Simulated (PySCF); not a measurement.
C₄H₅FO₂, SMILES C[C@H]1OC=C(F)O1. The structure is a stationary point at PBE0-D3(BJ)/def2-SVP. The structure was generated by enumeration; whether it is a known compound was not checked. Other conformers were not sampled.

Method: PBE0-D3(BJ)/def2-SVP (PySCF).

Harmonic wavenumbers (cm⁻¹): 97, 254, 275, 374, 454, 483, 579, 672, 716, 758, 871, 931, 1003, 1063, 1091, 1144, 1199, 1241, 1356, 1374, 1409, 1435, 1455, 1462, 1838, 3071, 3104, 3180, 3184, 3334. Rotational constants (GHz): 5.451, 2.308, 1.876; symmetry number 1.

**Question.** Work out the zero-point energy and the ideal-gas rigid-rotor harmonic-oscillator thermochemistry at 298.15 K and 1 atm.

**Answer.** ZPE = ½ Σ hcν = ½ × 39407 cm⁻¹ = 235.71 kJ/mol. H − E(el) = 254.28 kJ/mol. Entropy in J/(mol K): translation 166.68, rotation 113.02, vibration 47.87, total 327.57. G − E(el) = 156.61 kJ/mol. Cp = 101.49 J/(mol K). Modes under 150 cm⁻¹ make the vibrational entropy uncertain.
